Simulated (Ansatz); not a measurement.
Stepwise reaction of `[CH3][In]([Cl])[Cl]` with hydrogen, as a gas-phase model of exchange steps in deposition or etching. ΔE in kJ/mol.

Gas-phase electronic energies from Ansatz, PBE0-D4/def2-TZVP geometries. CCSD(T)/CBS is the MP2 limit (def2-TZVPP, def2-QZVPP) plus CCSD(T) − MP2 in def2-TZVPP, frozen cores. This one scheme is used for every species. DFT in def2-TZVPP. B3LYP here is the variant with VWN-RPA as its local correlation; programs differ in this. Elements past krypton have def2 core potentials. For In outer-core shells are correlated without core-valence functions, which leaves a few kJ/mol of doubt a bond.

```csv
step,reaction,PBE-D4,B3LYP-D4,ωB97M-V,CCSD(T)/CBS
2,`[CH3][InH][Cl]` + H₂ → `[CH3][InH2]` + HCl,120.8,123.2,119.1,125.9
```

Problem. Give the row of step 1, `[CH3][In]([Cl])[Cl]` + H₂ → `[CH3][InH][Cl]` + HCl. (An estimate is asked.)

Solution. The calculation gave: 
```tsv
step	reaction	PBE-D4	B3LYP-D4	ωB97M-V	CCSD(T)/CBS
1	`[CH3][In]([Cl])[Cl]` + H₂ → `[CH3][InH][Cl]` + HCl	99.5	102.1	99.1	104.0
```

Problem. By hand: ΔE of the 2 steps together at CCSD(T)/CBS.

Solution. (104.0) + (125.9) = 229.9 kJ/mol, or 115.0 kJ/mol a step.

In ΔE each step is higher than the one before. All are uphill at CCSD(T)/CBS. PBE-D4 differs from CCSD(T)/CBS by -5.1 to -4.5 kJ/mol a step. Isolated molecules leave out the surface, adducts and barriers. Largest T1 diagnostic: 0.013.
